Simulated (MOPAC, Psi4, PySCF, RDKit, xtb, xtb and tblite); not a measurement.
Two geometries of SMILES CC(=O)[SiH2]CC=O (C4H8O2Si), relaxed at GFN2-xTB with one dihedral held; other torsions can differ between them too.

Structure A

```
15

C      1.8400     1.0220     0.1245
C      1.4223    -0.0279    -0.8595
O      1.9509    -0.1660    -1.9393
Si     0.0630    -1.2907    -0.3233
C      1.0148    -2.6981     0.5948
C      1.3958    -2.1947     1.9288
O      2.3585    -1.5113     2.1683
H      2.5579     1.7108    -0.3151
H      2.2984     0.5137     0.9740
H      0.9690     1.5615     0.4893
H     -0.5535    -1.8789    -1.5087
H     -0.9112    -0.6701     0.5789
H      1.9017    -2.9262     0.0046
H      0.3843    -3.5795     0.6725
H      0.6774    -2.4513     2.7328
```

Structure B

```
15

C     -1.4634     1.2012    -0.0275
C     -1.3390    -0.0325    -0.8707
O     -1.8747    -0.1456    -1.9496
Si    -0.1911    -1.4483    -0.2334
C      1.5700    -0.7044     0.0373
C      1.8831     0.2326    -1.0623
O      1.6429     1.4123    -1.0491
H     -2.2741     1.8361    -0.3775
H     -1.6033     0.9403     1.0187
H     -0.5228     1.7466    -0.1216
H     -0.6508    -1.9396     1.0689
H     -0.1371    -2.4955    -1.2500
H      1.5689    -0.1697     0.9866
H      2.2919    -1.5155     0.0780
H      2.3375    -0.2408    -1.9536
```

Which is lower in energy at the level Psi4 1.11 with PBE0-D3(BJ)/def2-SVP // GFN2-xTB, and by how much?

A is lower, by 1.65 kJ/mol (dihedral O3–C2–Si4–C5: 90° in A, 120° in B).

E(B) − E(A) in kJ/mol at the other levels, on the same two geometries: GFN2-xTB (xtb and tblite) -0.55; MMFF94 // GFN2-xTB (RDKit) -0.98; PBE0/def2-SVP // GFN2-xTB (Psi4) 2.06; PBE/def2-SVP // GFN2-xTB (Psi4) 2.76; PBE-D3(BJ)/def2-SVP // GFN2-xTB (Psi4) 2.31; UFF // GFN2-xTB (RDKit) -1.73; PM7, restricted, heats of formation // GFN2-xTB (MOPAC) -0.09; PM6, restricted, heats of formation // GFN2-xTB (MOPAC) -1.04; GFN1-xTB // GFN2-xTB (xtb) 3.27; restricted B3LYP/6-31G*, spherical d, density fitting // GFN2-xTB (PySCF) 2.46; restricted BP86/6-31G*, spherical d, density fitting // GFN2-xTB (PySCF) 2.81; restricted MP2 (frozen core)/3-21G // GFN2-xTB (PySCF) 1.28; restricted Hartree-Fock/LANL2DZ, with its core potentials past Ne // GFN2-xTB (PySCF) 0.57.
